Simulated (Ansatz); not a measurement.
Consider the redistribution: `CC[O][Ga]([F])[Cl]` + `N[SiH2]N` → `[NH2][Ga]([F])[Cl]` + `CCO[SiH2]N`.

Program: Ansatz. Geometries: PBE0-D4/def2-TZVP. ΔE: electronic, gas phase. CCSD(T)/CBS is the MP2 limit (def2-TZVPP, def2-QZVPP) plus CCSD(T) − MP2 in def2-TZVPP, frozen cores. This one scheme is used for every species. DFT in def2-TZVPP. B3LYP here is the variant with VWN-RPA as its local correlation; programs differ in this. For Ga outer-core shells are correlated without core-valence functions, which leaves a few kJ/mol of doubt a bond. Scalar relativity is left out up to krypton. Each species was taken in one conformer, which may not be the lowest.

| level | ΔE (kJ/mol) | difference from CCSD(T)/CBS |
| --- | --- | --- |
| PBE-D4 | -34.3 | 7.1 |
| PBE0-D4 | -38.5 | 2.9 |
| B3LYP-D4 | -38.5 | 2.9 |
| ωB97M-V | -40.9 | 0.5 |
| PBE | -35.1 | 6.3 |
| r2SCAN | -36.4 | 5.0 |
| PBE0 | -39.2 | 2.2 |
| HF/def2-TZVPP | -45.6 | -4.2 |
| MP2/def2-TZVPP | -38.6 | 2.8 |
| CCSD/def2-TZVPP | -39.7 | 1.7 |
| CCSD(T)/def2-TZVPP | -38.0 | 3.4 |
| HF/def2-QZVPP | -45.7 | -4.3 |
| MP2/def2-QZVPP | -40.6 | 0.8 |
| SCS-MP2/def2-QZVPP | -40.5 | 0.9 |
| HF/CBS(def2) | -45.7 | -4.3 |
| MP2/CBS(def2) | -42.1 | -0.7 |
| CCSD(T)/CBS | -41.4 | 0 |

Largest T1 diagnostic among the species: 0.013.

In def2-TZVPP, CCSD(T) changes the Hartree–Fock value by +7.7 kJ/mol (the triples alone add +1.7 kJ/mol) and MP2 by +7.0 kJ/mol. From PBE to PBE0 (25 % exact exchange), in def2-TZVPP and without D4, ΔE moves by −4.0 kJ/mol.
